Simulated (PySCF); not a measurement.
# State search for BiS

Unrestricted PBE0; PySCF, scalar-relativistic core potentials, basis sets Bi def2-TZVPP with ECP60, S def2-TZVPP. Outer shells of the fragments: Bi 5d10 6s2 6p3; S 3s2 3p4.

Followed along the bond (rough minima from three points):

```json
{"2Ms+1": "2", "unpaired": "π ↑", "⟨S²⟩ at the start": "0.86", "R at minimum (Å)": "2.30", "Te (eV)": "0.00"}
{"2Ms+1": "4", "unpaired": "π ↑↑↑", "⟨S²⟩ at the start": "3.76", "R at minimum (Å)": "none in the scan", "Te (eV)": "≤ 1.27"}
{"2Ms+1": "2", "unpaired": "π ↑↑↓", "⟨S²⟩ at the start": "1.76", "R at minimum (Å)": "none in the scan", "Te (eV)": "≤ 1.60"}
{"2Ms+1": "6", "unpaired": "σ ↑, π ↑↑↑↑", "⟨S²⟩ at the start": "8.76", "R at minimum (Å)": "none in the scan", "Te (eV)": "≤ 4.58"}
```

Solutions found at the starting distance of 2.445 Å, counted from the lowest of them; the search is not exhaustive and high or unbound solutions are not listed, so other states can lie among these:

```json
{"2Ms+1": "2", "unpaired": "π ↑", "term": "²Π", "E (eV)": "0.00", "⟨S²⟩": "0.86", "⟨Lz²⟩": "1.01", "μ (D)": "-3.62"}
{"2Ms+1": "4", "unpaired": "π ↑↑↑", "term": "⁴Π", "E (eV)": "1.08", "⟨S²⟩": "3.76", "⟨Lz²⟩": "1.01", "μ (D)": "-1.69"}
{"2Ms+1": "2", "unpaired": "π ↑↑↓", "term": "mixed", "E (eV)": "1.41", "⟨S²⟩": "1.76", "⟨Lz²⟩": "3.03", "μ (D)": "-1.67"}
{"2Ms+1": "4", "unpaired": "σ ↑, π ↑↑", "term": "⁴Σ⁻", "E (eV)": "2.20", "⟨S²⟩": "3.76", "⟨Lz²⟩": "0.00", "μ (D)": "-2.78"}
{"2Ms+1": "2", "unpaired": "π ↑", "term": "mixed", "E (eV)": "2.48", "⟨S²⟩": "0.75", "⟨Lz²⟩": "3.02", "μ (D)": "-1.68"}
{"2Ms+1": "2", "unpaired": "σ ↓, π ↑↑", "term": "mixed", "E (eV)": "2.52", "⟨S²⟩": "1.76", "⟨Lz²⟩": "0.00", "μ (D)": "-2.93"}
{"2Ms+1": "2", "unpaired": "σ ↑", "term": "²Σ⁺", "E (eV)": "2.86", "⟨S²⟩": "1.03", "⟨Lz²⟩": "0.00", "μ (D)": "-2.16"}
{"2Ms+1": "4", "unpaired": "σ ↑, π ↑↑", "term": "mixed", "E (eV)": "3.84", "⟨S²⟩": "3.76", "⟨Lz²⟩": "2.01", "μ (D)": "-0.97"}
{"2Ms+1": "4", "unpaired": "σ ↑, π ↑↑", "term": "mixed", "E (eV)": "4.22", "⟨S²⟩": "3.76", "⟨Lz²⟩": "2.01", "μ (D)": "-1.35"}
{"2Ms+1": "2", "unpaired": "σ ↓, π ↑↑", "term": "mixed", "E (eV)": "4.24", "⟨S²⟩": "1.76", "⟨Lz²⟩": "2.01", "μ (D)": "-0.79"}
{"2Ms+1": "4", "unpaired": "σ ↑↑, π ↑", "term": "⁴Π", "E (eV)": "4.71", "⟨S²⟩": "3.77", "⟨Lz²⟩": "1.01", "μ (D)": "-1.75"}
{"2Ms+1": "6", "unpaired": "σ ↑, π ↑↑↑↑", "term": "⁶Σ⁺", "E (eV)": "5.49", "⟨S²⟩": "8.76", "⟨Lz²⟩": "0.00", "μ (D)": "2.92"}
{"2Ms+1": "6", "unpaired": "σ ↑↑, π ↑↑↑", "term": "⁶Π", "E (eV)": "5.79", "⟨S²⟩": "8.76", "⟨Lz²⟩": "1.01", "μ (D)": "1.37"}
```

A term symbol is given only where ⟨S²⟩ and ⟨Lz²⟩ are close to those of a pure state; real π, δ and φ orbitals otherwise mix terms. A positive dipole means Bi(−)S(+).

These are scalar-relativistic numbers at best; spin–orbit coupling would shift them, the dissociation energy most. Counting both spins, an empty level lies below a filled one in some of these solutions, because spin and occupation are held.
